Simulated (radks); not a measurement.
Species: Zr IV. Configuration: [Kr] 4d1. Calculated with a radial shooting solver on a logarithmic mesh with Libxc functionals: Dirac Kohn-Sham, relativistic LDA (MacDonald-Vosko exchange, VWN5 correlation), spin-unpolarised, spherical densities, finite nucleus; open shells fill j = l - 1/2 first; Fermi nuclear charge, rms radius 4.2694 fm.

Unscreened Slater integrals over Kohn-Sham orbitals (eV). Large and small components are both included. Empty in this configuration: 4d5/2.

integral,value
"F0(4d3/2,4d3/2)",13.474
"F2(4d3/2,4d3/2)",6.8448
"F0(4d3/2,4p3/2)",15.275
"F2(4d3/2,4p3/2)",7.4569
"G1(4d3/2,4p3/2)",9.2248
"G3(4d3/2,4p3/2)",5.6236
"F0(4d3/2,4p1/2)",15.383
"G1(4d3/2,4p1/2)",9.1182
"F0(4d3/2,4s1/2)",15.835
"G2(4d3/2,4s1/2)",6.4709
"F0(4d3/2,4d5/2)",13.432
"F2(4d3/2,4d5/2)",6.8244
"G2(4d3/2,4d5/2)",6.8227
"G4(4d3/2,4d5/2)",4.4724
"F0(4p3/2,4p3/2)",18.134
"F2(4p3/2,4p3/2)",9.5447
"F0(4p3/2,4p1/2)",18.326
"G2(4p3/2,4p1/2)",9.6296
"F0(4p3/2,4s1/2)",19.133
"G1(4p3/2,4s1/2)",12.904
"F0(4p3/2,4d5/2)",15.210
"F2(4p3/2,4d5/2)",7.4056
"G1(4p3/2,4d5/2)",9.1374
"G3(4p3/2,4d5/2)",5.5700
"F0(4p1/2,4p1/2)",18.526
"F0(4p1/2,4s1/2)",19.365
"G1(4p1/2,4s1/2)",13.169
"F0(4p1/2,4d5/2)",15.316
"G3(4p1/2,4d5/2)",5.4975
"F0(4s1/2,4s1/2)",20.346
"F0(4s1/2,4d5/2)",15.761
"G2(4s1/2,4d5/2)",6.3868
"F0(4d5/2,4d5/2)",13.389
"F2(4d5/2,4d5/2)",6.8046
"F4(4d5/2,4d5/2)",4.4608
